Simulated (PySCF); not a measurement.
C4H6OSi.
SMILES with atom numbers: `[SiH3:1][c:2]1[cH:3][cH:4][cH:5][o:6]1` (hydrogens: H7, H8, H9 on Si1; H10 on C3; H11 on C4; H12 on C5)

The same species was optimised twice, with GFN2-xTB and with PBE0-D3(BJ)/def2-SVP (PySCF), and the same property calculations (PySCF, gas phase) were run on both structures.

| coordinate | GFN2-xTB | PBE0-D3(BJ)/def2-SVP | change |
| --- | --- | --- | --- |
| C3–C4 (Å) | 1.412 | 1.427 | +0.015 |
| C2–O6 (Å) | 1.356 | 1.363 | +0.007 |
| Si1–C2 (Å) | 1.872 | 1.865 | -0.007 |
| C5–O6 (Å) | 1.339 | 1.342 | +0.003 |
| C2–C3 (Å) | 1.370 | 1.372 | +0.002 |
| C4–C5 (Å) | 1.362 | 1.364 | +0.002 |
| Si1–C2–O6 (°) | 117.5 | 119.1 | +1.6 |
| Si1–C2–C3 (°) | 133.5 | 132.2 | -1.3 |
| C2–O6–C5 (°) | 107.8 | 108.2 | +0.4 |
| C3–C2–O6 (°) | 109.0 | 108.7 | -0.3 |
| C4–C5–O6 (°) | 110.8 | 110.7 | -0.1 |
| C3–C4–C5 (°) | 105.6 | 105.5 | -0.1 |
| C2–C3–C4 (°) | 106.9 | 106.9 | 0.0 |

Rotational constants: A = 8503, B = 1997, C = 1648 MHz (GFN2-xTB) against A = 8424, B = 1983, C = 1636 MHz (PBE0-D3(BJ)/def2-SVP). Point groups within 0.08 Å: Cs and Cs.

On the GFN2-xTB structure: lowest singlet, TDDFT (eV) 5.93 [CAM-B3LYP/def2-SVPD]; lowest triplet, Tamm–Dancoff (eV) 3.85 [CAM-B3LYP/def2-SVPD]; isotropic polarisability (au) 74.5 [CAM-B3LYP/def2-SVPD]; HOMO (eV) -7.98 [CAM-B3LYP/def2-SVPD]; LUMO (eV) 0.82 [CAM-B3LYP/def2-SVPD]; dipole (D) 0.91 [CAM-B3LYP/def2-SVPD]; HOMO (eV) -6.73 [PBE0/pcSseg-1]; LUMO (eV) -0.19 [PBE0/pcSseg-1]; dipole (D) 0.85 [PBE0/pcSseg-1]; GIAO shielding of Si1 (ppm) 436.1 [PBE0/pcSseg-1]; GIAO shielding of C2 (ppm) 34.1 [PBE0/pcSseg-1]; GIAO shielding of C3 (ppm) 56.3 [PBE0/pcSseg-1]; GIAO shielding of C4 (ppm) 70.1 [PBE0/pcSseg-1]; GIAO shielding of C5 (ppm) 32.7 [PBE0/pcSseg-1]; GIAO shielding of O6 (ppm) 12.9 [PBE0/pcSseg-1].

Q: What do these properties become on the PBE0-D3(BJ)/def2-SVP structure?

A: 
```tsv
property	level	on GFN2-xTB	on PBE0-D3(BJ)/def2-SVP	change
lowest singlet, TDDFT (eV)	CAM-B3LYP/def2-SVPD	5.93	5.91	-0.02
lowest triplet, Tamm–Dancoff (eV)	CAM-B3LYP/def2-SVPD	3.85	3.85	0.00
isotropic polarisability (au)	CAM-B3LYP/def2-SVPD	74.5	76.1	+1.6
HOMO (eV)	CAM-B3LYP/def2-SVPD	-7.98	-8.06	-0.08
LUMO (eV)	CAM-B3LYP/def2-SVPD	0.82	0.73	-0.09
dipole (D)	CAM-B3LYP/def2-SVPD	0.91	1.05	+0.14
energy, GFN2-xTB geometry as zero (kcal/mol)	CAM-B3LYP/def2-SVPD	0.0	-0.9	-0.9
HOMO (eV)	PBE0/pcSseg-1	-6.73	-6.81	-0.08
LUMO (eV)	PBE0/pcSseg-1	-0.19	-0.29	-0.10
dipole (D)	PBE0/pcSseg-1	0.85	1.01	+0.16
energy, GFN2-xTB geometry as zero (kcal/mol)	PBE0/pcSseg-1	0.0	-0.7	-0.7
GIAO shielding of Si1 (ppm)	PBE0/pcSseg-1	436.1	434.1	-2.0
GIAO shielding of C2 (ppm)	PBE0/pcSseg-1	34.1	33.4	-0.7
GIAO shielding of C3 (ppm)	PBE0/pcSseg-1	56.3	53.1	-3.2
GIAO shielding of C4 (ppm)	PBE0/pcSseg-1	70.1	68.8	-1.3
GIAO shielding of C5 (ppm)	PBE0/pcSseg-1	32.7	31.2	-1.5
GIAO shielding of O6 (ppm)	PBE0/pcSseg-1	12.9	10.3	-2.6
```

The heavy atoms differ by 0.013 Å rms after alignment. Among bonds between heavy atoms C3–C4 changes most (+0.015 Å). Changes are differences of the printed values. Neither structure is proved a minimum here.
